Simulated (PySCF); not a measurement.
The numbers are results of PBE-D3(BJ)/def2-TZVP // r2SCAN-D4/def2-TZVP (PySCF), not measurements. All species are isolated molecules in the gas phase. One relaxed conformer stands for a flexible species; it need not be the lowest. Excitations are Tamm–Dancoff values on a coarser integration grid. The basis has no diffuse functions, so Rydberg states are missing or too high.

Reference species (SMILES): `[H]/N=C\C=N/[H]` (N–C–C–N torsion 180°) (neutral, multiplicity 1).

```
Property                  Result
----------------------  --------
LUMO                    -3.14 eV
S1 oscillator strength     0.005
HOMO–LUMO gap            3.16 eV
T1 excitation (TDA)      2.79 eV
```

Changed species: `CNC#N`.

### Question
What does the change do to the LUMO, S1 oscillator strength, HOMO–LUMO gap and T1 excitation (TDA)?

### Answer
the LUMO rises by 2.56 eV, to -0.58 eV; the S1 oscillator strength hardly moves; the HOMO–LUMO gap increases by 2.42 eV, to 5.58 eV; the T1 excitation (TDA) rises by 2.59 eV, to 5.38 eV.
